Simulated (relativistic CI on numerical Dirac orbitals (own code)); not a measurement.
## Rh⁵⁺: 3p photoemission

Computed with this model: Dirac-Coulomb-Breit CI, orbitals from a KLI potential per configuration, model QED, valence Slater integrals scaled by 0.8, multiplet model of photoemission in the sudden approximation; configurations [Kr] 4d4 → [Ne] 3s2 3p5 3d10 4s2 4p6 4d4; 300 K; Lorentzian 1.4 eV and Gaussian 0.6 eV FWHM. Energies are those of the free ion, without screening or charge transfer. The energies are binding energies and can lie tens of eV above those of solids. S is read from ⟨S²⟩ = S(S + 1).

Field parameters in Wybourne normalisation: Oh B⁴₀ = 21Dq, B⁴₄ = √(5/14) B⁴₀. The field is a parameter set, without covalency.

free ion: ground-state S = 1.96, centroid 595.26 eV. Peaks (eV, height): 586.4 (100), 612.2 (62).

Oh, 10Dq = 23500 cm⁻¹: ground-state S = 1.18, centroid 595.41 eV. Peaks (eV, height): 586.6 (100), 612.4 (59).

Strongest unbroadened transitions for free ion:

| Energy (eV) | Relative strength |
| --- | --- |
| 586.21 | 5.1 |
| 586.33 | 0.6 |
| 586.42 | 100.0 |
| 586.63 | 2.3 |
| 587.15 | 3.0 |
| 587.23 | 4.4 |
| 587.25 | 0.8 |
| 587.58 | 33.2 |
| 587.61 | 1.2 |
| 588.87 | 0.8 |
| 589.21 | 1.3 |
| 589.70 | 0.6 |
| 611.96 | 1.6 |
| 612.04 | 1.7 |
| 612.05 | 25.1 |
| 612.20 | 0.9 |
| 612.29 | 45.0 |
| 612.41 | 3.0 |
